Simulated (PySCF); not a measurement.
Molecule: SMILES O=C([O-])C1=C[C@@H]2C=C[C@H]12, [C$_{7}$H$_{5}$O$_{2}$]-.

Bonds (- single, = double, # triple, : aromatic): O1=C2, C2-O3, C2-C4, C4=C5, C5-C6, C6-C7, C7=C8, C8-C9, C9-C4, C9-C6. C5 carries H10; C6 carries H11; C7 carries H12; C8 carries H13; C9 carries H14. Formal charges: O3 -1. Stereochemistry as in O=C([O-])C1=C[C@@H]2C=C[C@H]12.

Total charge -1.

Frames of a GFN2-xTB Langevin trajectory at 600 K; GIAO PBE0/pcSseg-1 shieldings in PySCF 2.14.0 with density-fitted response routines, gas phase, non-relativistic; equivalent atoms averaged within each frame.

Shifts are taken against calculated references (same method and geometry level): 17O (σ = 336.08 ppm) against H2O; 13C (σ = 186.93 ppm) and 1H (σ = 31.72 ppm) against TMS. The references are static minima.

How do the shifts (ppm) fluctuate along the trajectory?

Results:


```csv
time (fs),O1/O3,C4,C8,C7,C2,C5,C9,C6,H13,H12
optimised geometry,336.3,177.7,157.7,150.9,165.5,136.9,56.2,45.5,7.02,6.57
250,308.2,186.5,169.7,162.0,157.7,143.2,56.5,48.1,8.13,7.44
425,395.8,188.8,162.4,153.9,182.7,152.6,65.9,42.0,7.18,6.79
625,335.6,192.4,146.7,151.3,164.2,112.0,63.0,66.0,7.16,7.18
800,370.7,182.2,147.4,144.8,165.5,123.2,57.0,42.1,6.93,7.23
1000,365.5,176.9,163.8,156.0,173.5,123.3,62.0,57.6,8.29,6.50
mean of frames,355.2,185.3,158.0,153.6,168.7,130.9,60.9,51.2,7.54,7.03
standard deviation,33.9,6.0,10.4,6.3,9.6,16.6,4.1,10.5,0.62,0.38
```

5 frames give an uncertainty of the mean of about the standard deviation over 2.2 at best, since frames this close in time may not be independent; classical motion lacks zero-point vibration, and the reference would need the same averaging.
